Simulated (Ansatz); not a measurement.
`CCOC(=O)OC` + `NB(F)S` → `CSB(N)F` + dimethyl carbonate  (substitution at a C–C bond)

Calculated with Ansatz (gas phase, PBE0-D4/def2-TZVP geometries, no zero-point term in ΔE). CCSD(T)/CBS is the MP2 limit (def2-TZVPP, def2-QZVPP) plus CCSD(T) − MP2 in def2-TZVPP, frozen cores. This one scheme is used for every species. Functionals use def2-TZVPP. B3LYP here is the variant with VWN-RPA as its local correlation; programs differ in this. One conformer a species, not always the lowest.

```json
{"level": "PBE-D4", "ΔE (eV)": "0.22"}
{"level": "r2SCAN", "ΔE (eV)": "0.23"}
{"level": "B3LYP", "ΔE (eV)": "0.22"}
{"level": "MP2/def2-QZVPP", "ΔE (eV)": "0.23"}
```

Question: What does CCSD(T)/CBS give? (Best estimate.)

Answer: The calculation gave: +0.24 eV. The listed levels differ from it by -0.02, -0.01, -0.02, -0.01 eV.

Largest T1 diagnostic among the species: 0.013.
